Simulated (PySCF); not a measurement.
# Static response to an electric field

Compound: C₇H₇OS (charge +1).
Cartesian coordinates in Å at the GFN2-xTB level; atoms count from 1:
```
atom  x, y, z in Å
C1    -1.7682   -0.4929   -1.4879
C2    -1.2629    0.6921   -1.1734
C3    -0.3509    0.9777   -0.0629
C4    -0.2843    2.2025    0.4824
C5     0.5015   -0.0834    0.4451
C6     1.0127   -1.1692   -0.2110
O7     1.7989   -1.9465    0.5283
C8     1.9323   -1.5365    1.7448
S9     1.0873   -0.1229    2.0926
H10   -2.4706   -0.5912   -2.2961
H11   -1.5423   -1.3977   -0.9487
H12   -1.5780    1.5692   -1.7195
H13    0.3745    2.4370    1.3021
H14   -0.8863    3.0094    0.1037
H15    0.8823   -1.4445   -1.2435
H16    2.5464   -2.0944    2.4327
```

Level: B3LYP/def2-SVPD (PySCF), static field, nuclei fixed, core orbitals frozen in the response. The polarisability tensor in these axes (au):

```
x    86.45 -14.03  24.85
y   -14.03 114.39   6.43
z    24.85   6.43  97.04
```

Task: Diagonalise the tensor; give its mean and Δα, where Δα² is half the sum of the squared differences of the eigenvalues.

Result: Principal values 62.04, 114.17 and 121.67 au; mean 99.29 au = 14.71 Å³ = 16.37 × 10⁻⁴⁰ C²·m²/J; Δα = 56.25 au (57 % of the mean).

Task: What depolarisation ratio follows for Rayleigh scattering of linearly polarised light, taking the static tensor?

Result: ρ = 3Δα²/(45ᾱ² + 4Δα²) = 9493.5/(443639 + 12658.1) = 0.0208.

Task: Give the principal axes and the span of the nuclei along them.

Result: Largest value along (-0.56, 0.75, -0.37), where the nuclei span 6.57 Å; middle along (0.34, 0.60, 0.72), 5.39 Å; least along (0.76, 0.28, -0.59), 2.00 Å. The response follows the extents in order.

Task: Sum over states: ᾱ = Σ f/ω², ω in Eh. What share falls to these 8 lowest TDDFT singlets (eV, f)? 2.47, 0.0160; 4.16, 0.0377; 4.26, 0.0849; 4.58, 0.0141; 5.35, 0.0089; 5.61, 0.0690; 5.75, 0.1135; 5.92, 0.1431.

Result: They add up to 14.94 au, 15.0 % of the 99.29 au; the largest single term is 3.47 au, from the state at 4.26 eV. Terms in order: 1.94, 1.61, 3.47, 0.50, 0.23, 1.62, 2.54, 3.03 au. Higher excitations give the rest. The strengths listed sum to 0.487.

Task: What are the principal values of the traceless quadrupole moment, Θ = ½Σq(3rr − r²1), about the centre of nuclear charge?

Result: -20.14, -1.63, 21.78 D·Å. The values depend on the origin, since the species is charged. The electronic extent ⟨r²⟩ about the same centre is 1339 bohr², a root-mean-square distance of 2.28 Å for the 72 electrons.

The structure is a single GFN2-xTB conformer in the gas phase; no vibrational or solvent corrections.

The run behind these numbers computed excited states as well. On one thread, Arm Neoverse V2 (aarch64), shared host with 96 logical CPUs at a one-minute load of 52, this took 58 s of wall time and 0.92 GiB of memory at its peak.
